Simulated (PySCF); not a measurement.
Molecule: `COCB(C)C`, C4H11BO.

Bonds (- single, = double, # triple, : aromatic): C1-O2, O2-C3, C3-B4, B4-C5, B4-C6. C1 carries H7, H8, H9; C3 carries H10, H11; C5 carries H12, H13, H14; C6 carries H15, H16, H17.

Frames of a GFN2-xTB Langevin trajectory at 200 K; GIAO PBE0/pcSseg-1 shieldings in PySCF, gas phase, non-relativistic; equivalent atoms averaged within each frame.

References, each an isolated molecule treated in the same way: $^{13}$C (σ = 186.93 ppm), $^{1}$H (σ = 31.72 ppm) vs TMS; H2O for $^{17}$O (σ = 336.08 ppm); BF3·OEt2 for $^{11}$B (σ = 100.07 ppm). The references are static minima.

Task: How do the shifts (ppm) fluctuate along the trajectory?

Result: 
```csv
time (fs),C3,C1,C5/C6,O2,B4,H7/H8/H9,H10/H11,H12/H13/H14/H15/H16/H17
250,82.6,68.8,12.9,23.5,90.3,4.00,3.73,0.83
425,79.1,69.3,13.0,18.6,85.7,3.78,3.07,1.09
625,91.1,61.5,5.9,16.6,87.1,3.51,4.49,0.56
800,81.8,62.2,14.3,10.4,88.2,2.95,3.88,0.79
1000,79.6,70.6,13.3,15.2,89.5,4.08,3.45,1.19
mean of frames,82.8,66.5,11.9,16.9,88.2,3.66,3.72,0.89
standard deviation,4.9,4.3,3.4,4.8,1.9,0.46,0.53,0.25
```

5 frames give an uncertainty of the mean of about the standard deviation over 2.2 at best, since frames this close in time may not be independent; classical motion lacks zero-point vibration, and the reference would need the same averaging.
